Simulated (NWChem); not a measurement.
System: TlI; SMILES [I][Tl]

Parts of the log:

```
             Northwest Computational Chemistry Package (NWChem) 7.3.0
             --------------------------------------------------------

                             Geometry "geometry" -> ""
                             -------------------------

 Output coordinates in angstroms (scale by  1.889725989 to convert to a.u.)

  No.       Tag          Charge          X              Y              Z
 ---- ---------------- ---------- -------------- -------------- --------------
    1 Tl                  81.0000     0.00000000     0.00000000    -1.13847700
    2 I                   53.0000     0.00000000     0.00000000     1.72829600

 Effective nuclear repulsion energy (a.u.)     792.4443023412

                                 NWChem DFT Module
                                 -----------------

 Summary of "ao basis" -> "ao basis" (spherical)
 ------------------------------------------------------------------------------
       Tag                 Description            Shells   Functions and Types
 ---------------- ------------------------------  ------  ---------------------
 Tl                         def2-svp                10       26   4s4p2d
 I                          def2-svp                10       26   4s4p2d

            General Information
            -------------------
          SCF calculation type: DFT
          Wavefunction type:  closed shell.
          No. of atoms     :     2
          No. of electrons :    46
           Alpha electrons :    23
            Beta electrons :    23
          Charge           :     0
          Spin multiplicity:     1
          Use of symmetry is: off; symmetry adaption is: off
          Maximum number of iterations: 150
          AO basis - number of functions:    52
                     number of shells:    20
          Convergence on energy requested:  1.00D-06
          Convergence on density requested:  1.00D-05
          Convergence on gradient requested:  5.00D-04

              XC Information
              --------------
                         B3LYP Method XC Potential
                     Hartree-Fock (Exact) Exchange  0.200
                        Slater Exchange Functional  0.800 local
                    Becke 1988 Exchange Functional  0.720 non-local
              Lee-Yang-Parr Correlation Functional  0.810
                  VWN I RPA Correlation Functional  0.190 local

[...]

                                NWChem TDDFT Module
                                -------------------

            General Information
            -------------------
           No. of orbitals :     104
            Alpha orbitals :      52
             Beta orbitals :      52
        Alpha frozen cores :       0
         Beta frozen cores :       0
     Alpha frozen virtuals :       0
      Beta frozen virtuals :       0
         Spin multiplicity :       1
    Number of AO functions :      52
        Use of symmetry is : off
      Symmetry adaption is : off
         Schwarz screening :  0.10D-07

              XC Information
              --------------
                  B3LYP Method XC Potential
              Hartree-Fock (Exact) Exchange   0.20
                 Slater Exchange Functional   0.80 local
             Becke 1988 Exchange Functional   0.72 non-local
       Lee-Yang-Parr Correlation Functional   0.81
           VWN I RPA Correlation Functional   0.19 local

             TDDFT Information
             -----------------
          Calculation type : Tamm-Dancoff TDDFT
         Wavefunction type : Restricted singlets & triplets
          No. of electrons :      46
           Alpha electrons :      23
            Beta electrons :      23
              No. of roots :       8
          Max subspacesize :    5600
            Max iterations :     100
               Target root :       1
           Target symmetry : none
      Symmetry restriction : off
                 Algorithm : Optimal
        Davidson threshold :  0.10D-03

    8 smallest eigenvalue differences (eV)
--------------------------------------------------------
  No. Spin  Occ  Vir  Irrep   E(Occ)    E(Vir)   E(Diff)
--------------------------------------------------------
    1    1   23   24 a        -0.241    -0.079     4.400
    2    1   22   24 a        -0.241    -0.079     4.400
    3    1   23   25 a        -0.241    -0.079     4.400
    4    1   22   25 a        -0.241    -0.079     4.400
    5    1   21   24 a        -0.244    -0.079     4.485
    6    1   21   25 a        -0.244    -0.079     4.485
    7    1   23   26 a        -0.241    -0.020     6.027
    8    1   22   26 a        -0.241    -0.020     6.027
--------------------------------------------------------

  Entering Davidson iterations
  Restricted singlet excited states

  Iter   NTrls   NConv    DeltaV     DeltaE      Time
  ----  ------  ------  ---------  ---------  ---------
    1      8       0     0.11E+00   0.10+100        5.2
    2     16       0     0.19E-01   0.32E-01        5.2
    3     24       3     0.39E-02   0.49E-03        5.3
    4     29       7     0.67E-03   0.18E-04        4.5
    5     30       7     0.13E-03   0.52E-06        3.5
    6     31       8     0.28E-04   0.86E-08        3.5
  ----  ------  ------  ---------  ---------  ---------
  Convergence criterion met

  Ground state a        -470.458586612753 a.u.

  ----------------------------------------------------------------------------
  Root   1 singlet a              0.128043535 a.u.                3.4842 eV
  ----------------------------------------------------------------------------
     Transition Moments    X  0.00000   Y  0.00000   Z -0.00000
     Dipole Oscillator Strength                    0.0000000000
     Electric Quadrupole                           0.0000000000
     Magnetic Dipole                               0.0000000000
     Total Oscillator Strength                     0.0000000000

[...]
```

Level: B3LYP/def2-SVP with def2 effective core potentials on I, Tl, TDA. All runs use the structure optimised with PBE0/def2-SVP. def2 effective core potentials on I, Tl; no spin-orbit coupling.

Question: Reconstruct the input file.

Answer: One answer among several that fit: the input that was run:
```
start job
memory heap 200 mb stack 900 mb global 1100 mb
geometry units angstroms noautosym nocenter noautoz
  Tl     0.000000     0.000000    -1.138477
  I      0.000000     0.000000     1.728296
end
basis spherical
  * library def2-svp
end
ecp
  I library def2-ecp
  Tl library def2-ecp
end
dft
  xc b3lyp
  iterations 150
end
tddft
  cis
  nroots 8
end
task tddft energy
```
